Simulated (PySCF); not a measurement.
# Computed records: BFH₄Si₂, CH₂BFSi, B₂FH₃Si

Computed with PySCF 2.14.0. Calculation on a computer-drawn molecule: the log of a Hartree-Fock and frozen-core CCSD(T) single point meant for a local Hartree-Fock minimum, with one planted fault or none, to be diagnosed. Offsets are logged minus clean, where the clean run is the same molecule without the fault. The reference is restricted for singlets and unrestricted otherwise, and also for a bond in bohr or an excited solution. Adding or removing an electron swaps singlet and doublet. The excited solution moves the top pair (singlet) or top alpha electron (doublet) to the lowest empty orbital. Highest occupied and lowest empty are orbital energies over both spins, largest force is the largest gradient component, triples share is (T) over the correlation energy, the T1 limit is 0.02 restricted and 0.045 unrestricted, electrons count all cores, a negative frequency is imaginary (commonest isotopes), and the dipole is about the centre of nuclear charge.

Common to all runs: meant charge 0; meant multiplicity 1; meant basis cc-pV(D+d)Z; logged SCF converged yes; possible faults no fault, one electron removed, one electron added, multiplicity raised by two, geometry at a saddle point, SCF held on an excited solution, minimal basis STO-3G, one bond length entered in bohr, all coordinates scaled.

(1) 
```xyz
8
formula=BFH4Si2 logged_electrons=46 logged_basis_functions=94 logged_spin_squared=0 logged_highest_occupied=-8.8651 logged_lowest_empty=-0.15167 logged_largest_force=0.061629 logged_T1_diagnostic=0.018724 logged_D1_diagnostic=0.059528 logged_triples_share=0.02798 logged_CC_converged=yes logged_dipole_magnitude=1.3314 logged_SCF_stable_within_its_kind=yes logged_energy_HF=-704.23554 logged_energy_CCSD(T)=-704.76069 planted_fault=all_coordinates_scaled,by_+9.7_% HF_energy_offset_from_clean_run=31.98 CCSD(T)_energy_offset_from_clean_run=27.08
F     -2.0129     0.6375     0.8449
B     -2.4307    -0.5093     0.0181
Si    -3.7073    -0.2286    -1.8158
Si    -1.6785    -2.5498     0.6699
H     -5.0844    -0.5609    -0.9384
H     -2.1477    -2.8626     2.1971
H     -0.0525    -2.6058     0.5925
H     -2.2748    -3.7158    -0.3011
```

Units: logged_highest_occupied, logged_lowest_empty in eV; logged_largest_force in hartree/bohr; logged_dipole_magnitude in debye; logged_energy_HF, logged_energy_CCSD(T) in hartree; HF_energy_offset_from_clean_run, CCSD(T)_energy_offset_from_clean_run in kcal/mol.

Drawn bonds:
| atom | other atom | order |
| --- | --- | --- |
| 1 | 2 | 1 |
| 2 | 3 | 1 |
| 2 | 4 | 1 |
| 3 | 5 | 1 |
| 4 | 6 | 1 |
| 4 | 7 | 1 |
| 4 | 8 | 1 |

(2) 
```xyz
8
formula=BFH4Si2 logged_electrons=47 logged_basis_functions=94 logged_spin_squared=0.7686 logged_highest_occupied=-1.4707 logged_lowest_empty=6.7515 logged_largest_force=0.017728 logged_T1_diagnostic=0.020732 logged_D1_diagnostic=0.082743 logged_triples_share=0.02726 logged_CC_converged=yes logged_dipole_magnitude=6.3936 logged_SCF_stable_within_its_kind=yes logged_energy_HF=-704.31006 logged_energy_CCSD(T)=-704.83863 planted_fault=one_electron_added HF_energy_offset_from_clean_run=-14.78 CCSD(T)_energy_offset_from_clean_run=-21.83
F     -1.8349     0.5811     0.7702
B     -2.2158    -0.4643     0.0165
Si    -3.3795    -0.2084    -1.6552
Si    -1.5301    -2.3244     0.6106
H     -4.6349    -0.5113    -0.8555
H     -1.9578    -2.6095     2.0028
H     -0.0478    -2.3754     0.5401
H     -2.0737    -3.3872    -0.2744
```

Units: logged_highest_occupied, logged_lowest_empty in eV; logged_largest_force in hartree/bohr; logged_dipole_magnitude in debye; logged_energy_HF, logged_energy_CCSD(T) in hartree; HF_energy_offset_from_clean_run, CCSD(T)_energy_offset_from_clean_run in kcal/mol.

Drawn bonds:
| atom | other atom | order |
| --- | --- | --- |
| 1 | 2 | 1 |
| 2 | 3 | 1 |
| 2 | 4 | 1 |
| 3 | 5 | 1 |
| 4 | 6 | 1 |
| 4 | 7 | 1 |
| 4 | 8 | 1 |

(3) 
```xyz
6
formula=CH2BFSi logged_electrons=36 logged_basis_functions=26 logged_spin_squared=0 logged_highest_occupied=-5.5745 logged_lowest_empty=6.625 logged_largest_force=0.035973 logged_T1_diagnostic=0.016332 logged_D1_diagnostic=0.054166 logged_triples_share=0.043961 logged_CC_converged=yes logged_dipole_magnitude=1.5617 logged_SCF_stable_within_its_kind=yes logged_energy_HF=-446.49955 logged_energy_CCSD(T)=-446.69726 planted_fault=minimal_basis_STO-3G HF_energy_offset_from_clean_run=3486 CCSD(T)_energy_offset_from_clean_run=3690
F     -0.9243    -2.2099     1.7199
B     -0.2644    -1.5277     0.8700
C      0.3721    -0.7554    -0.0999
Si    -0.8792     0.0316    -1.2040
H      1.4471    -0.6481    -0.1739
H      0.0924     0.7678    -2.1054
```

Units: logged_highest_occupied, logged_lowest_empty in eV; logged_largest_force in hartree/bohr; logged_dipole_magnitude in debye; logged_energy_HF, logged_energy_CCSD(T) in hartree; HF_energy_offset_from_clean_run, CCSD(T)_energy_offset_from_clean_run in kcal/mol.

Drawn bonds:
| atom | other atom | order |
| --- | --- | --- |
| 1 | 2 | 1 |
| 2 | 3 | 2 |
| 3 | 4 | 1 |
| 3 | 5 | 1 |
| 4 | 6 | 1 |

(4) 
```xyz
7
formula=B2FH3Si logged_electrons=35 logged_basis_functions=80 logged_spin_squared=0.7798 logged_highest_occupied=-16.723 logged_lowest_empty=-6.9784 logged_largest_force=0.035906 logged_T1_diagnostic=0.0262 logged_D1_diagnostic=0.096512 logged_triples_share=0.026556 logged_CC_converged=yes logged_dipole_magnitude=7.1929 logged_SCF_stable_within_its_kind=yes logged_energy_HF=-439.15683 logged_energy_CCSD(T)=-439.61215 planted_fault=one_electron_removed HF_energy_offset_from_clean_run=182 CCSD(T)_energy_offset_from_clean_run=201.1
F      1.7980     0.4087    -0.3849
B      0.7503    -0.3426    -0.0314
B      0.4368    -1.8305    -0.7873
Si    -0.6048    -2.2208    -2.4573
H      0.0486     0.1035     0.8399
H      0.8732    -2.8255    -0.2546
H     -1.8772    -2.3597    -1.6365
```

Units: logged_highest_occupied, logged_lowest_empty in eV; logged_largest_force in hartree/bohr; logged_dipole_magnitude in debye; logged_energy_HF, logged_energy_CCSD(T) in hartree; HF_energy_offset_from_clean_run, CCSD(T)_energy_offset_from_clean_run in kcal/mol.

Drawn bonds:
| atom | other atom | order |
| --- | --- | --- |
| 1 | 2 | 1 |
| 2 | 3 | 1 |
| 3 | 4 | 1 |
| 2 | 5 | 1 |
| 3 | 6 | 1 |
| 4 | 7 | 1 |

(5) 
```xyz
7
formula=B2FH3Si logged_electrons=36 logged_basis_functions=80 logged_spin_squared=0 logged_highest_occupied=-6.0761 logged_lowest_empty=-2.3423 logged_largest_force=0.064313 logged_CC_converged=no logged_dipole_magnitude=0.81346 logged_SCF_stable_within_its_kind=no logged_energy_HF=-439.23892 planted_fault=SCF_held_on_an_excited_solution HF_energy_offset_from_clean_run=130.5
F      1.7980     0.4087    -0.3849
B      0.7503    -0.3426    -0.0314
B      0.4368    -1.8305    -0.7873
Si    -0.6048    -2.2208    -2.4573
H      0.0486     0.1035     0.8399
H      0.8732    -2.8255    -0.2546
H     -1.8772    -2.3597    -1.6365
```

Units: logged_highest_occupied, logged_lowest_empty in eV; logged_largest_force in hartree/bohr; logged_dipole_magnitude in debye; logged_energy_HF in hartree; HF_energy_offset_from_clean_run in kcal/mol.

Drawn bonds:
| atom | other atom | order |
| --- | --- | --- |
| 1 | 2 | 1 |
| 2 | 3 | 1 |
| 3 | 4 | 1 |
| 2 | 5 | 1 |
| 3 | 6 | 1 |
| 4 | 7 | 1 |

Notes: CCSD not converged.

(6) 
```xyz
7
formula=B2FH3Si logged_electrons=36 logged_basis_functions=80 logged_spin_squared=0 logged_highest_occupied=-8.8866 logged_lowest_empty=0.43674 logged_largest_force=3.877e-05 logged_lowest_frequency=93.643 logged_T1_diagnostic=0.019518 logged_D1_diagnostic=0.054655 logged_triples_share=0.025582 logged_CC_converged=yes logged_dipole_magnitude=1.1787 logged_SCF_stable_within_its_kind=yes logged_energy_HF=-439.44684 logged_energy_CCSD(T)=-439.93262 planted_fault=no_fault HF_energy_offset_from_clean_run=0 CCSD(T)_energy_offset_from_clean_run=0
F      1.7980     0.4087    -0.3849
B      0.7503    -0.3426    -0.0314
B      0.4368    -1.8305    -0.7873
Si    -0.6048    -2.2208    -2.4573
H      0.0486     0.1035     0.8399
H      0.8732    -2.8255    -0.2546
H     -1.8772    -2.3597    -1.6365
```

Units: logged_highest_occupied, logged_lowest_empty in eV; logged_largest_force in hartree/bohr; logged_lowest_frequency in cm⁻¹; logged_dipole_magnitude in debye; logged_energy_HF, logged_energy_CCSD(T) in hartree; HF_energy_offset_from_clean_run, CCSD(T)_energy_offset_from_clean_run in kcal/mol.

Drawn bonds:
| atom | other atom | order |
| --- | --- | --- |
| 1 | 2 | 1 |
| 2 | 3 | 1 |
| 3 | 4 | 1 |
| 2 | 5 | 1 |
| 3 | 6 | 1 |
| 4 | 7 | 1 |
